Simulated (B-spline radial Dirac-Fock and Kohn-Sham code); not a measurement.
Ag⁺: eigenvalues, ΔSCF and the reference

System: silver as Ag⁺ in the configuration [Kr] 4d9 5p1 (not the ground configuration).

The density-functional columns are spherical, spin-unpolarised Dirac-Kohn-Sham results without Breit or QED terms: −ε is minus the orbital energy of the initial state and ΔSCF the difference of two total energies. The reference in the last column comes from ΔSCF Dirac-Fock with Breit, self-energy and vacuum polarisation, finite nucleus, configuration average. All numbers are from a radial finite-basis atomic code, in eV; a selection of levels is shown. For the 1s level of heavy atoms much of the gap between ΔSCF and the reference is the Breit and QED part, -78.4 eV here; for other levels the error of the functional can be larger.

```tsv
level	LDA −ε	LDA ΔSCF	Dirac-Fock
K (1s)	25297.3	25608.0	25537.5
L1 (2s)	3737.1	3790.5	3837.0
L2 (2p1/2)	3476.1	3542.7	3549.3
L3 (2p3/2)	3301.1	3364.1	3376.4
M1 (3s)	696.5	714.4	744.7
M2 (3p1/2)	592.6	610.8	629.9
M3 (3p3/2)	561.7	579.4	598.7
M4 (3d3/2)	376.8	396.2	397.2
N1 (4s)	109.3	117.4	126.4
N2 (4p1/2)	76.37	84.21	88.70
N3 (4p3/2)	71.16	78.86	83.59
N4,5 (4d)	20.94	27.56	25.67
O2,3 (5p)	8.38	11.44	10.22
```

Values without a named source are computed, but for edge energies of neutral atoms, which are taken from tables.
